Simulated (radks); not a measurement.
Q: Valence configurations of the europium ion Eu3+ (all share [Xe]). All-electron calculation, non-relativistic Kohn-Sham, PBE, spin-unpolarised, spherical densities, point nucleus; relativity is left out, which matters for an element this heavy. Program: a radial shooting solver on a logarithmic mesh with Libxc functionals. Order these by energy: 4f5 6p1; 4f2.5 6s1.5 6p2; 4f5 6s0.5 6p0.5; 4f4.5 6s1.5; 4f5.5 6s0.5; 4f4 6p2; 4f6; 4f5 6s1; 4f4.5 6s0.5 6p1; 4f5 5d1.

A: From the lowest, in eV above it: 4f6 0.000; 4f5.5 6s0.5 8.972; 4f5 5d1 14.657; 4f5 6s1 20.192; 4f5 6s0.5 6p0.5 22.483; 4f5 6p1 24.774; 4f4.5 6s1.5 33.801; 4f4.5 6s0.5 6p1 38.580; 4f4 6p2 59.902; 4f2.5 6s1.5 6p2 125.96. NIST lists [Xe] 4f6 as the ground configuration; this level of theory agrees among the configurations tried. The energies are those of spherical spin-averaged densities, not of single terms. Relativity is left out, which favours d and f over s occupation in heavy atoms.
